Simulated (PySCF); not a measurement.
**Telling isomers of C8H8Si apart by NMR**

Theoretical values (PySCF): GIAO PBE0/pcSseg-1 shieldings, coordinates at the GFN2-xTB level. One averaged value for each set of equivalent atoms, no relativistic terms, gas phase, one computed conformer.

Chemical shifts δ = σref − σ; 1H (σref 31.72), 13C (σref 186.93) against TMS, all at this level. Where no couplings were computed, multiplicities follow the n + 1 count of equivalent neighbours, and m marks all less simple cases (inequivalent or close neighbours, rings, F or P nearby). Shifts are as computed. Against solution values, carbons near 30 ppm lie about +3 ppm off and those near 130 ppm about +5 ppm. Of 1211 compounds with measured shifts, 218 miss one by over three times the rms of a fit or turn the order of signals round; such compounds aren't used in these exercises.

(1) Tabulate the signals of `C#C[SiH2]c1ccccc1`, `C1=Cc2ccccc2[SiH2]1` and their relative energies.

(2) What is the quickest way to tell C#C[SiH2]c1ccccc1 from C1=Cc2ccccc2[SiH2]1?

## Answers

(1) 
```tsv
SMILES	carbon types	δC	δH	E rel. (kcal/mol)
C#C[SiH2]c1ccccc1	2×C 6×CH	140.8, 135.8, 135.2, 133.3, 105.1, 86.5	7.98 (d, 2H), 7.70 (m, 1H), 7.70 (m, 2H), 5.09 (d, 2H), 2.05 (t, 1H)	33.2
C1=Cc2ccccc2[SiH2]1	2×C 6×CH	160.5, 155.7, 140.1, 139.7, 135.7, 133.5, 132.4, 130.1	7.91 (d, 1H), 7.69 (d, 1H), 7.62 (m, 1H), 7.60 (m, 1H), 7.46 (m, 1H), 6.38 (m, 1H), 4.90 (m, 2H)	0.0
```

Energies are electronic energies at PBE0/pcSseg-1 on these geometries, without zero-point or thermal terms, each for the one conformer computed, which needn't be the lowest.

(2) Count the carbon signals: 6 against 8. The first has an alkyne carbon (C) at 86.5 ppm, the second a substituted aromatic carbon (C) at 155.7 ppm. Their most deshielded carbons lie at 140.8 and 160.5 ppm.
